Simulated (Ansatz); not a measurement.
# Worked example: Cd(CH3)Br + GeH3(SH) → Cd(CH3)(SH) + GeH3Br

Species: Cd(CH3)Br, singlet; GeH3(SH), singlet; Cd(CH3)(SH), singlet; GeH3Br `[GeH3][Br]`, singlet. The partners trade Br for SH: Cd–Br and Ge–SH bonds give way to Cd–SH and Ge–Br.

Shapes, held fixed at every level: PBE0-D4/def2-TZVP. Programs: Ansatz 0.2.0. Electronic energies: no zero-point or thermal term.

At CCSD(T)/def2-TZVPP; 1 Eh = 2625.50 kJ/mol:

| species | energy (Eh) |
| --- | --- |
| Cd(CH3)Br | -2780.158923 |
| GeH3(SH) | -2475.752636 |
| Cd(CH3)(SH) | -605.758548 |
| GeH3Br | -4650.143558 |

**Question.** Work out ΔE of the reaction at this level.

**Answer.** 
1. Products less reactants: (-605.758548) + (-4650.143558) − [(-2780.158923) + (-2475.752636)] = 0.009453 Eh = +24.8 kJ/mol.

Other levels give +21.1 (SPW92/def2-TZVPP) to +31.5 kJ/mol (CCSD(T)/def2-SVP). No measured value is set beside it here. For atoms past krypton def2 sets carry core potentials with scalar relativity. Relativity is left out for Br, Ge. Outer-core shells of Br, Cd, Ge are correlated in most correlated rows, in sets that cover them unevenly.
